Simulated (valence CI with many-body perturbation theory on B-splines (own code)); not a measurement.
E1 transitions of Kr VI

Calculated by configuration interaction combined with many-body perturbation theory (CI+MBPT): three valence electrons over a frozen Dirac-Fock core [Ar] 3d10, a basis of 11 s, 11 p, 10 d, 8 f, 5 g, 2 h functions for each j, with the one-electron correlation potential Σ1, the two-electron term Σ2, the three-electron term Σ3, Breit, model QED; selected CI, second order for the rest, scaled by the run's own slope (own B-spline code, finite nucleus).

Against 40 measured levels this calculation errs by 204 cm⁻¹ on average and by 839 at most. These come from a selection out of Saloman, J. Phys. Chem. Ref. Data 36, 215 (2007). Levels without a partner in it may be off by more. 3 measured levels below the end of the list, from 390595 cm⁻¹ on, found no clear computed partner, and computed levels of the same name lie up to 2891 cm⁻¹ from them.

Lines 101 to 150 of 589 in falling wavelength, among levels below 68.394 eV, chosen from the strongest by gf and those to the six lowest levels. Wavelengths and rates use the calculated energies, so an error of 200 cm⁻¹ moves a line at 205.6 nm by 0.41 % and its rate by three times that or more. Electric multipoles are in the length gauge, E1 and E2 with the static RPA response of the core. Weak lines are less certain than strong ones. Lines between different terms over intervals too small for the method are left out, as are lines whose strength nearly cancels. Where a level lies close to another of its J and parity, the split of strength between their lines is uncertain. The highest levels of a list are the least certain.

Names give the largest LS component (configuration and term), which can be under half, so a name can repeat, a term be missing and a line seem to break the LS rules; names also repeat where a configuration has a term twice. Letters in brackets count levels of one name in rising energy.

| λ vac (nm) | Upper | Lower | A (s⁻¹) | log gf | Branch % |
| --- | --- | --- | --- | --- | --- |
| 206.3 | 4s4p5p ⁴D_3/2 | 4s4p5s ⁴P°_1/2 | 1.76e+08 | -0.35 | 4.2 |
| 205.6 | 4s²5p ²P°_1/2 | 4s²5s ²S_1/2 | 5.12e+08 | -0.19 | 12.6 |
| 203.0 | 4s4p5p ⁴D_7/2 | 4s4p5s ⁴P°_5/2 | 5.65e+08 | 0.45 | 15.4 |
| 202.4 | 4s4p5p ²D_3/2 [a] | 4s4p5s ²P°_1/2 [a] | 3.00e+08 | -0.13 | 6.3 |
| 201.3 | 4s4p5p ⁴D_5/2 | 4s4p5s ⁴P°_3/2 | 4.55e+08 | 0.22 | 12.2 |
| 197.1 | 4s4p5s ²P°_1/2 [b] | 4s²5d ²D_3/2 | 5.53e+08 | -0.19 | 3.6 |
| 197.0 | 4s4p5p ⁴P_5/2 | 4s4p5s ⁴P°_5/2 | 5.23e+08 | 0.26 | 15.3 |
| 197.0 | 4s4p5p ⁴P_1/2 | 4s4p5s ⁴P°_3/2 | 4.45e+08 | -0.29 | 12.8 |
| 196.8 | 4s²6p ²P°_3/2 | 4s²5d ²D_5/2 | 5.45e+08 | 0.10 | 4.0 |
| 195.5 | 4s²5p ²P°_3/2 | 4s²5s ²S_1/2 | 5.92e+08 | 0.13 | 13.9 |
| 195.3 | 4s²6h ²H°_11/2 | 4s²5g ²G_9/2 | 1.74e+09 | 1.08 | 81.5 |
| 193.9 | 4s4p5p ²P_1/2 [b] | 4s4p5s ²P°_3/2 [b] | 3.46e+08 | -0.41 | 2.5 |
| 193.3 | 4s4p5p ²P_3/2 [a] | 4s4p5s ⁴P°_1/2 | 3.24e+08 | -0.14 | 6.9 |
| 193.3 | 4s²7s ²S_1/2 | 4s²6p ²P°_1/2 | 2.94e+08 | -0.48 | 2.5 |
| 192.7 | 4s4p5d ⁴F°_7/2 | 4p²4d ⁴F_9/2 | 6.53e+07 | -0.54 | 2.2 |
| 192.5 | 4s²6h ²H°_9/2 | 4s²5g ²G_7/2 | 1.51e+09 | 0.92 | 70.8 |
| 192.3 | 4s4p5p ²D_3/2 [b] | 4s4p5s ²P°_3/2 [b] | 1.36e+08 | -0.52 | 0.9 |
| 190.6 | 4s4p5p ²D_3/2 [a] | 4s4p5s ⁴P°_5/2 | 1.44e+08 | -0.50 | 3.1 |
| 189.4 | 4s²6g ²G_7/2 | 4s²5f ²F°_5/2 | 1.10e+09 | 0.68 | 24.9 |
| 188.1 | 4s4p5d ²F°_7/2 | 4p²4d ²G_9/2 | 9.78e+07 | -0.38 | 2.3 |
| 187.9 | 4s²6g ²G_9/2 | 4s²5f ²F°_7/2 | 1.16e+09 | 0.79 | 27.3 |
| 187.2 | 4s4p5p ⁴P_3/2 | 4s4p5s ⁴P°_3/2 | 2.18e+08 | -0.34 | 5.7 |
| 185.6 | 4s4p5p ²P_3/2 [b] | 4s4p5s ²P°_3/2 [b] | 1.35e+08 | -0.55 | 0.9 |
| 183.3 | 4s4p5p ⁴S_3/2 | 4s4p5s ⁴P°_5/2 | 4.65e+08 | -0.03 | 11.3 |
| 181.7 | 4s²6h ²H°_11/2 | 4p²4d ⁴F_9/2 | 1.44e+08 | -0.07 | 6.7 |
| 176.6 | 4s4p5p ²S_1/2 [a] | 4s4p5s ²P°_3/2 [a] | 7.08e+08 | -0.18 | 13.3 |
| 166.6 | 4s4p5p ²S_1/2 [b] | 4s4p5s ²P°_3/2 [b] | 3.51e+08 | -0.53 | 3.8 |
| 152.5 | 4s4p5d ²P°_3/2 | 4s4p5p ²S_1/2 [a] | 9.42e+08 | 0.12 | 24.4 |
| 149.0 | 4s²7f ²F°_7/2 | 4s²6d ²D_5/2 | 2.89e+08 | -0.11 | 34.1 |
| 148.9 | 4s²5f ²F°_7/2 | 4s²5d ²D_5/2 | 2.61e+09 | 0.84 | 43.2 |
| 148.8 | 4s²5f ²F°_5/2 | 4s²5d ²D_5/2 | 1.75e+08 | -0.46 | 2.8 |
| 148.0 | 4s²7f ²F°_5/2 | 4s²6d ²D_3/2 | 2.88e+08 | -0.25 | 34.2 |
| 148.0 | 4s²5f ²F°_5/2 | 4s²5d ²D_3/2 | 2.46e+09 | 0.69 | 39.5 |
| 147.4 | 4s4p5d ²P°_1/2 | 4s4p5p ²S_1/2 [a] | 1.39e+09 | -0.04 | 36.4 |
| 146.4 | 4s4p5d ²D°_3/2 | 4s4p5p ²D_3/2 [a] | 2.10e+08 | -0.57 | 5.7 |
| 146.3 | 4s4p5d ⁴F°_7/2 | 4s4p5p ⁴P_5/2 | 2.08e+08 | -0.27 | 6.9 |
| 143.6 | 4s4p5d ²D°_5/2 [b] | 4s4p5p ²D_3/2 [a] | 3.06e+08 | -0.25 | 8.4 |
| 142.8 | 4s²5g ²G_7/2 | 4s4p4d ²F°_5/2 [b] | 7.00e+08 | 0.23 | 24.6 |
| 142.5 | 4s4p5d ²F°_5/2 | 4s4p5p ²D_5/2 [a] | 5.00e+08 | -0.04 | 12.9 |
| 141.5 | 4s4p5d ⁴D°_3/2 | 4s4p5p ⁴P_3/2 | 4.62e+08 | -0.26 | 14.1 |
| 140.3 | 4s4p5d ⁴P°_5/2 | 4s4p5p ⁴S_3/2 | 2.31e+08 | -0.39 | 6.8 |
| 139.5 | 4s²5g ²G_9/2 | 4s4p4d ²F°_7/2 [b] | 8.22e+08 | 0.38 | 21.9 |
| 137.9 | 4s4p5d ⁴P°_3/2 | 4s4p5p ⁴S_3/2 | 1.05e+09 | 0.08 | 30.9 |
| 137.3 | 4s²6f ²F°_7/2 | 4s4p5p ⁴D_5/2 | 2.65e+08 | -0.22 | 14.8 |
| 137.2 | 4s4p5d ⁴F°_5/2 | 4s4p5p ²P_3/2 [a] | 8.46e+08 | 0.16 | 32.2 |
| 136.9 | 4s4p5d ²F°_5/2 | 4s4p5p ⁴S_3/2 | 1.03e+09 | 0.24 | 26.5 |
| 136.7 | 4s4p5d ⁴D°_1/2 | 4s4p5p ⁴P_1/2 | 1.80e+09 | 0.00 | 55.6 |
| 136.7 | 4s²5d ²D_3/2 | 4s²5p ²P°_3/2 | 4.11e+08 | -0.34 | 12.1 |
| 136.4 | 4s4p5d ⁴P°_1/2 | 4s4p5p ⁴S_3/2 | 1.49e+09 | -0.08 | 43.3 |
| 136.4 | 4s4p5d ⁴D°_3/2 | 4s4p5p ⁴P_1/2 | 5.16e+08 | -0.24 | 15.7 |
